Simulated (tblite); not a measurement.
Ethyl 3-methoxypropanoate, C6H12O3.
Bonds: C1–C2, C2–O3, O3–C4, C4–O5 (double), C4–C6, C6–C7, C7–O8, O8–C9. Hydrogens: H10, H11, H12 on C1; H13, H14 on C2; H15, H16 on C6; H17, H18 on C7; H19, H20, H21 on C9.

Computed with GFN2-xTB (tblite), gas phase: L-BFGS steps from a force-field or distance-geometry start until the largest atomic force falls under 0.01 eV/Å.

Step 19: E = -847.9652 eV
```
atom  x, y, z in Å  |  force x, y, z in eV/Å
C1     -3.7154    0.0973   -0.1343    0.042   0.010   0.007
C2     -2.4708   -0.0425    0.7300    0.006  -0.017   0.014
O3     -1.3561   -0.3167   -0.1241   -0.030   0.056   0.008
C4     -0.1824   -0.5289    0.4884   -0.059   0.009  -0.034
O5     -0.0565   -0.5671    1.6789    0.054  -0.041   0.020
C6      0.9008   -0.7006   -0.5568   -0.038  -0.021   0.006
C7      2.2953   -0.8849    0.0482    0.012  -0.002   0.007
O8      2.7133    0.1510    0.8964    0.015   0.016  -0.011
C9      2.9253    1.3917    0.2731   -0.003   0.022  -0.012
H10    -4.3875    0.8354    0.2954   -0.028  -0.083  -0.025
H11    -4.2355   -0.8532   -0.2306    0.031   0.070  -0.026
H12    -3.4093    0.4284   -1.1234   -0.071   0.042   0.000
H13    -2.2517    0.8814    1.2799   -0.038  -0.046  -0.016
H14    -2.5657   -0.8575    1.4543    0.003   0.037   0.053
H15     0.8639    0.1701   -1.2148    0.002  -0.046  -0.019
H16     0.6492   -1.5789   -1.1525    0.012   0.004  -0.048
H17     2.2943   -1.7805    0.6733    0.037   0.030   0.056
H18     3.0131   -1.0235   -0.7761    0.044   0.016  -0.002
H19     2.0085    1.8048   -0.1604   -0.034   0.012   0.019
H20     3.2736    2.0652    1.0536    0.027  -0.015  -0.001
H21     3.6848    1.3259   -0.5171    0.015  -0.055   0.003
```

Step 20: E = -847.9670 eV
```
atom  x, y, z in Å  |  force x, y, z in eV/Å
C1     -3.7151    0.0975   -0.1340    0.025  -0.004   0.011
C2     -2.4718   -0.0425    0.7313    0.024   0.009   0.032
O3     -1.3572   -0.3133   -0.1242   -0.013   0.041   0.021
C4     -0.1837   -0.5302    0.4880   -0.067   0.007  -0.126
O5     -0.0592   -0.5745    1.6775    0.072  -0.041   0.080
C6      0.9001   -0.7030   -0.5581   -0.026  -0.013  -0.002
C7      2.2952   -0.8837    0.0491    0.003  -0.029  -0.011
O8      2.7115    0.1550    0.8957   -0.007  -0.024  -0.033
C9      2.9257    1.3951    0.2718    0.011   0.011   0.006
H10    -4.3916    0.8293    0.2995   -0.020  -0.076  -0.032
H11    -4.2322   -0.8536   -0.2368    0.030   0.055  -0.027
H12    -3.4075    0.4345   -1.1209   -0.077   0.048   0.008
H13    -2.2543    0.8844    1.2780   -0.040  -0.069  -0.010
H14    -2.5640   -0.8568    1.4589    0.003   0.067   0.013
H15     0.8670    0.1658   -1.2201   -0.021  -0.063   0.002
H16     0.6488   -1.5845   -1.1516    0.025   0.039  -0.023
H17     2.2907   -1.7794    0.6758    0.057   0.061   0.050
H18     3.0144   -1.0257   -0.7755    0.017   0.028   0.040
H19     2.0094    1.8137   -0.1588   -0.013  -0.002   0.023
H20     3.2799    2.0632    1.0546    0.018   0.000  -0.017
H21     3.6850    1.3256   -0.5184    0.001  -0.045  -0.004
```

Step 21: E = -847.9691 eV
```
atom  x, y, z in Å  |  force x, y, z in eV/Å
C1     -3.7141    0.0978   -0.1335   -0.007  -0.015   0.006
C2     -2.4727   -0.0425    0.7330    0.030   0.035   0.036
O3     -1.3588   -0.3087   -0.1241    0.014   0.020   0.028
C4     -0.1860   -0.5318    0.4870   -0.039  -0.005  -0.165
O5     -0.0613   -0.5839    1.6761    0.072  -0.038   0.089
C6      0.8988   -0.7060   -0.5595    0.000  -0.005  -0.014
C7      2.2950   -0.8827    0.0498   -0.010  -0.043  -0.022
O8      2.7092    0.1593    0.8942   -0.030  -0.054  -0.040
C9      2.9263    1.3990    0.2702    0.021  -0.010   0.021
H10    -4.3968    0.8210    0.3037   -0.018  -0.051  -0.026
H11    -4.2276   -0.8532   -0.2446    0.024   0.013  -0.028
H12    -3.4073    0.4423   -1.1179   -0.070   0.057   0.012
H13    -2.2578    0.8869    1.2760   -0.034  -0.060   0.012
H14    -2.5617   -0.8548    1.4644   -0.001   0.079  -0.022
H15     0.8698    0.1596   -1.2263   -0.045  -0.062   0.018
H16     0.6488   -1.5902   -1.1514    0.032   0.059   0.000
H17     2.2876   -1.7766    0.6799    0.074   0.078   0.040
H18     3.0164   -1.0276   -0.7745   -0.016   0.036   0.076
H19     2.0100    1.8238   -0.1564    0.016  -0.017   0.027
H20     3.2878    2.0610    1.0554    0.007   0.014  -0.034
H21     3.6854    1.3243   -0.5199   -0.017  -0.027  -0.013
```

Q: Estimate the geometry and energy of step 22. (The exact step hangs on the optimiser's Hessian estimate; all steps are aligned on step 21, rigid shifts and turns removed.)

A: E = -847.9713 eV, largest force 0.128 eV/Å
```
atom  x, y, z in Å  |  force x, y, z in eV/Å
C1     -3.7127    0.0980   -0.1327   -0.041  -0.019  -0.007
C2     -2.4731   -0.0417    0.7348    0.018   0.051   0.019
O3     -1.3604   -0.3033   -0.1238    0.038   0.000   0.022
C4     -0.1889   -0.5340    0.4850    0.015  -0.024  -0.125
O5     -0.0628   -0.5950    1.6743    0.056  -0.031   0.038
C6      0.8970   -0.7096   -0.5611    0.026  -0.001  -0.021
C7      2.2940   -0.8819    0.0498   -0.022  -0.035  -0.016
O8      2.7061    0.1632    0.8917   -0.043  -0.059  -0.024
C9      2.9274    1.4031    0.2690    0.025  -0.036   0.026
H10    -4.4029    0.8106    0.3079   -0.022  -0.018  -0.007
H11    -4.2214   -0.8529   -0.2540    0.015  -0.043  -0.028
H12    -3.4086    0.4521   -1.1143   -0.053   0.065   0.013
H13    -2.2617    0.8888    1.2743   -0.020  -0.020   0.044
H14    -2.5587   -0.8513    1.4698   -0.008   0.066  -0.043
H15     0.8713    0.1515   -1.2331   -0.063  -0.039   0.024
H16     0.6492   -1.5958   -1.1511    0.032   0.053   0.013
H17     2.2850   -1.7716    0.6858    0.083   0.069   0.030
H18     3.0183   -1.0294   -0.7722   -0.040   0.034   0.088
H19     2.0113    1.8348   -0.1529    0.044  -0.030   0.027
H20     3.2970    2.0588    1.0560   -0.003   0.022  -0.047
H21     3.6855    1.3224   -0.5217   -0.034  -0.007  -0.023
```

The energy changes by -0.0022 eV. The first-order estimate −F·Δx gives -0.0030 eV and the mean of the old and new forces, exact on a quadratic surface, -0.0022 eV. The step makes an angle of 75° with the force vector and moves no atom by more than 0.013 Å.

Run on Arm Neoverse V1, one thread (shared host).
